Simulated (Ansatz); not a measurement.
Gas-phase electronic energies from Ansatz, PBE0-D4/def2-TZVP geometries. CCSD(T)/CBS adds triple-zeta CCSD(T) − MP2 to the extrapolated MP2 energy (def2 sets, frozen cores). This one scheme is used for every species. DFT in def2-TZVPP. B3LYP here is the variant with VWN-RPA as its local correlation; programs differ in this.

`ClB1C=C1` + H–F → `FB1C=C1` + HCl  (ligand exchange at a B–Cl bond)

CCSD(T)/CBS gives -0.29 eV.

(1) Another level gave -0.37 eV. Which?
A. PBE0-D4/def2-TZVPP
B. B3LYP-D4/def2-TZVPP
C. BHLYP/def2-TZVPP
D. MP2/def2-TZVPP

(2) What do rigid-rotor, harmonic-oscillator terms from PBE0-D4/def2-TZVP frequencies (298.15 K, 1 bar) make of the CCSD(T)/CBS value? (Best estimate.)

Largest T1 diagnostic among the species: 0.012.

## Answers

(1) B. B3LYP-D4 -0.37, PBE0-D4 -0.29, BHLYP -0.43, MP2/def2-TZVPP -0.24 eV.

(2) Ansatz gave: ΔZPE = -0.03 eV, ΔH = -0.33 eV, ΔS = 1 J/(mol·K), ΔG = -0.33 eV.

At CCSD(T), def2-SVP lies −0.15 eV from the extrapolated value and def2-TZVPP −0.04 eV. In def2-TZVPP, CCSD(T) changes the Hartree–Fock value by +0.15 eV (the triples alone add +0.03 eV) and MP2 by +0.23 eV.
